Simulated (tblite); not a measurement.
A tight-binding relaxation on `[Si@@H](Br)(OC)C#CCBr`.

Computed with GFN2-xTB geometry optimisation, gas phase (tblite 0.8.0). Start geometry: from a force field or distance geometry. The input is one job of a driver script: a line of settings, then coordinates in Å.

Command:
```bash
OMP_NUM_THREADS=1 python probes_run.py task.json out
```

Input:
```
{"job": {"kind": "relax", "xc": "GFN2-xTB", "basis": "xTB"}, "charge": 0, "multiplicity": 1}
C      2.893100     0.779400    -0.035700
O      1.921000     0.062900     0.621900
Si     0.915900    -0.884200    -0.366000
Br     1.239400    -3.036300     0.224500
C     -0.854100    -0.493800    -0.115300
C     -2.024500    -0.228400     0.033100
C     -3.441100     0.112400     0.246000
Br    -3.673700     2.044900     0.143200
H      2.558700     1.154300    -1.022400
H      3.204000     1.669000     0.565700
H      3.825300     0.190500    -0.188400
H      1.198700    -0.766100    -1.797800
H     -4.086500    -0.379800    -0.478100
H     -3.677200    -0.225000     1.267200
```

Output:
```
step      E/eV     max force
  0    -696.56561    2.358
  1    -696.70983    1.141
  2    -696.74196    1.533
  3    -696.76038    1.583
  4    -696.78489    0.355
  5    -696.79525    0.321
  6    -696.80571    0.513
  7    -696.81736    0.504
  8    -696.82903    0.385
  9    -696.83815    0.252
... (138 lines left out)
148    -696.98574    0.066
149    -696.98598    0.024
150    -696.98615    0.041
151    -696.98629    0.025
152    -696.98642    0.019
153    -696.98645    0.026
154    -696.98648    0.016
155    -696.98651    0.016
156    -696.98653    0.011
157    -696.98654    0.007
```

«max force» is the largest atomic force in eV/Å.

Problem. From which step on does the largest force stay under 0.1 eV/Å, and how much energy is left to gain from there?

Solution. From step 145 (0.033 eV/Å), 2.3 meV above the end.

In short: energy lowered by 9.7 kcal/mol over 157 steps; largest atomic force 0.007 eV/Å at the end.

Problem. Where do the atoms end?

Solution. 0.711 Å rms from the input after alignment:
```
atom  x, y, z in Å
C1     2.5123    0.8945    0.0271
O2     2.1676   -0.4549    0.0563
Si3    0.9907   -1.2347   -0.7151
Br4    1.2202   -3.2607    0.1154
C5    -0.6910   -0.6127   -0.2651
C6    -1.7849   -0.2397    0.0767
C7    -3.0724    0.2708    0.4499
Br8   -3.2072    2.1987    0.0130
H9     2.8387    1.1880   -0.9731
H10    1.6629    1.5170    0.3173
H11    3.3298    1.0443    0.7321
H12    1.1442   -1.2788   -2.1600
H13   -3.8734   -0.2230   -0.1013
H14   -3.2381    0.1908    1.5248
```

Problem. How long does this job take on one thread, Arm Neoverse N1 (aarch64), on a shared host?

Solution. About 2.4 s.
Labels such as C1 count atoms from 1, the log's own numbers from 0.
